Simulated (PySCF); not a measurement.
Isomers of C7H4ClN, one conformer each; single-point electronic energies without zero-point terms and without any empirical dispersion term.

All values: PBE0/pcSseg-1 (PySCF, non-relativistic), each on one gas-phase PBE0-D3(BJ)/def2-SVP geometry that isn't relaxed in the solvent. The solvent is an IEF-PCM continuum (van der Waals radii × 1.2). Specific hydrogen bonds and non-electrostatic terms are outside this model.

```csv
isomer,"relative energy, gas (kcal/mol)",dipole (D)
"4-chlorobenzonitrile, `N#Cc1ccc(Cl)cc1`",0.0,3.09
"3-chlorobenzonitrile, `N#Cc1cccc(Cl)c1`",0.7,3.96
```

**Question.** How do the relative energies look in chloroform (ε = 4.711)?

**Answer.** 
```json
{"isomer": "4-chlorobenzonitrile, `N#Cc1ccc(Cl)cc1`", "relative energy, solvent (kcal/mol)": "0.0", "E(solvent) − E(gas) (kcal/mol)": "-4.9", "dipole in solvent (D)": "3.76"}
{"isomer": "3-chlorobenzonitrile, `N#Cc1cccc(Cl)c1`", "relative energy, solvent (kcal/mol)": "0.8", "E(solvent) − E(gas) (kcal/mol)": "-4.8", "dipole in solvent (D)": "4.86"}
```

The order is unchanged. The gains span 0.1 kcal/mol, the gas-phase energies 0.7 kcal/mol.
